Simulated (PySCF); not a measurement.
# How methods differ on the ionisation energy of S²⁺

S²⁺ [Ne] 3s2 3p2 (3P) → S³⁺ [Ne] 3s2 3p1 (2P), as a difference of total energies. Computed with PySCF 2.14 in aug-cc-pV(D+d)Z, with the non-relativistic Hamiltonian (point nucleus). Correlated levels: valence: [Ne] frozen. The calculations carry no spin-orbit coupling.

Task: Order these methods by the ionisation energy they give, lowest first.
A. PW91
B. BHandHLYP
C. r2SCAN
D. UHF

Result: D (34.148 eV), B (34.718 eV), A (34.934 eV), C (35.016 eV).

A first-order spin-orbit estimate (lowest level to lowest level, LS coupling) adds -0.007 eV.

Errors of the correlated levels include the incompleteness of this basis and the frozen core.

For comparison: 34.86 ± 0.04 eV (semi-empirical (NIST evaluation); NIST Atomic Spectra Database, ionization energies).
